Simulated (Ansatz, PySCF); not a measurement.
Gas-phase reaction (SMILES): COBOC [dimethoxyborane] + O (H2O) -> COB(O)OC + [H][H] (H2); water cleaves one B-H bond, a model of a ligand-exchange step.

Structures are relaxed separately at B3LYP-D3(BJ)/def2-TZVP in Ansatz (a program for electronic structure), one conformer each, not searched for the lowest. Cores are frozen in the correlated levels unless marked. No spin-orbit coupling. No relativistic terms. CBS(X,Y): correlation extrapolated as X^-3; Hartree-Fock from the larger set. The bracket is a focal-point correction in the basis named. Thermal terms are rigid-rotor harmonic-oscillator values from B3LYP-D3(BJ) frequencies (Ansatz or PySCF) at 298.15 K and 1 atm. 1 Eh = 627.5095 kcal/mol.

| species | E, RI-MP2/CBS(cc-pVTZ,cc-pVQZ)+[CCSD(T)-MP2]/cc-pVTZ (Ansatz) (Eh) | E, B3LYP-D3(BJ)/def2-TZVPD (Ansatz + dftd3) (Eh) | H - E (Eh) |
|---|---|---|---|
| COBOC | -255.52801 | -255.92695 | 0.10627 |
| O (H2O) | -76.37659 | -76.46738 | 0.02495 |
| COB(O)OC | -330.76701 | -331.25143 | 0.11352 |
| [H][H] (H2) | -1.17529 | -1.17983 | 0.01336 |

Problem. Work out ΔE and ΔH at 298.15 K at the first level, then ΔH at the second.

Solution. 
1. ΔE = [(-330.76701) + (-1.17529)] - [(-255.52801) + (-76.37659)] = -0.03770 Eh = -23.7 kcal/mol at RI-MP2/CBS(cc-pVTZ,cc-pVQZ)+[CCSD(T)-MP2]/cc-pVTZ.
2. The terms H - E add up to -0.00434 Eh, so ΔH = (-0.03770 + (-0.00434))×627.5095 = -26.4 kcal/mol.
3. At B3LYP-D3(BJ)/def2-TZVPD the same steps give ΔE = -23.2 and ΔH = -25.9 kcal/mol, a shift of +0.5 from the first level.
4. These values are not checked against measurement here, since the tables used lack a sound gas-phase enthalpy of formation for at least one species.
